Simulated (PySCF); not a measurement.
## MCd cations for M along group 15

PBE with double-zeta basis sets in PySCF, for the lowest determinant that a PBE0 search found; no spin–orbit coupling. De refers to high-spin ground-configuration atoms (the charge goes to the atom of lower measured ionisation energy or higher electron affinity, which is not always the lowest computed limit). A positive dipole points towards Cd; it is taken about the centre of mass and depends on that origin.

| M | basis | charged atom | state (unpaired electrons) | Re (Å) | ωe (cm⁻¹) | De (eV) | μ (D) |
| --- | --- | --- | --- | --- | --- | --- | --- |
| N | cc-pVDZ-PP/cc-pVDZ | Cd+ | triplet (π ↑↑) | 2.134 | 405 | 1.27 | 1.55 |
| P | def2-SVP | Cd+ | triplet (π ↑↑) | 2.511 | 256 | 2.05 | 0.12 |
| Sb | def2-SVP | Sb+ | triplet (π ↑↑) | 2.803 | 144 | 2.27 | 1.93 |
| Bi | def2-SVP | Bi+ | triplet (π ↑↑) | 2.884 | 122 | n/a | 3.10 |

The shortest bond is that of CdN⁺ (2.134 Å), the longest that of CdBi⁺ (2.884 Å).

The rows differ in basis set, which adds steps of its own.

Down a group the atoms grow and get heavier, so bonds lengthen and wavenumbers fall; this series shows no clear exception.

Spin–orbit coupling is left out, which matters for elements this heavy, above all for dissociation energies. For an ion De counts to the pair picked by the measured ionisation energies or electron affinities, which need not be the lowest pair at this level. States were picked by a PBE0 search and need not be the measured ground states.
